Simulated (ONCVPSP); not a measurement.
# Transferability test, ONCV potential for Pd

```json
{
  "Element": "palladium (Pd)",
  "Generator": "ONCVPSP 4.0.1",
  "Type": "optimised norm-conserving Vanderbilt (ONCV)",
  "Functional": "PBE",
  "Relativity": "scalar-relativistic",
  "Frozen core": "[Ar] 3d10",
  "Valence charge": "18",
  "Reference configuration": "4s2 4p6 4d9 (charge +1)",
  "Partial waves": "4s: rc 1.10 bohr, ncon 4, nbas 8, qcut 6.4 1/bohr, 3 projectors, debl 1.2 Ha; 4p: rc 1.50 bohr, ncon 5, nbas 8, qcut 8.7 1/bohr, 2 projectors, debl 2.3 Ha; 4d: rc 1.90 bohr, ncon 4, nbas 8, qcut 8.2 1/bohr, 2 projectors, debl 0.7 Ha",
  "Local potential": "polynomial inside 1.00 bohr (lpopt 5, dvloc0 4 Ha)",
  "Core correction": "Teter function, fcfact 5.25, rcfact 1.2"
}
```

In the s channel the program set the typed energies aside and used -3.553, 0.250, 1.450 Ha.

Energies are relative to the spin-unpolarised reference configuration 4s2 4p6 4d9; without spin polarisation the order of configurations can differ from experiment.

| valence configuration | charge | ΔE all-electron (eV) | error AE − PS (meV) |
| --- | --- | --- | --- |
| 4s2 4p6 4d10 | 0 | -9.115 | +0.1 |
| 4s2 4p6 4d8 | +2 | 20.818 | +1.4 |
| 4s2 4p6 4d7 | +3 | 55.178 | +18 |

Task: What are ΔE and the potential's error for 4s2 4p6 4d9 5p1?

Result: ΔE = -3.876 eV all-electron; the error (AE − PS) is +0.8 meV.
